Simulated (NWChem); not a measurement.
System: AlSiH₄OCl; SMILES [SiH3][O][AlH][Cl]

Input file for NWChem:

```
start job
memory heap 200 mb stack 900 mb global 1100 mb
geometry units angstroms noautoz
  Al     0.876120    -0.702253    -0.000118
  Cl    -0.656638    -2.153366    -0.001752
  H      2.375740    -1.157905     0.002404
  O      0.463961     0.938728    -0.001603
  Si    -0.310650     2.396128    -0.000595
  H      0.158467     3.211322     1.150996
  H     -1.783454     2.218443     0.109134
  H     -0.010096     3.125167    -1.261217
end
basis spherical
  * library def2-svp
end
dft
  xc xcamb88 1.00 lyp 0.81 vwn_5 0.19 hfexch 1.00
  cam 0.33 cam_alpha 0.19 cam_beta 0.46
  iterations 150
  mulliken
end
task dft energy
```

The geometry was optimised at B3LYP/6-31G* (spherical d).

Q: What results follow from this input? (CAM-B3LYP/def2-SVP.) Quantities: energy (Ha); highest occupied level (eV); orbital gap (eV); dipole (D).

A: The energy (Ha) comes out as -1069.53, the highest occupied level (eV) is -10.15 and the orbital gap (eV) comes out as 10.30. The dipole (D) is 0.99.
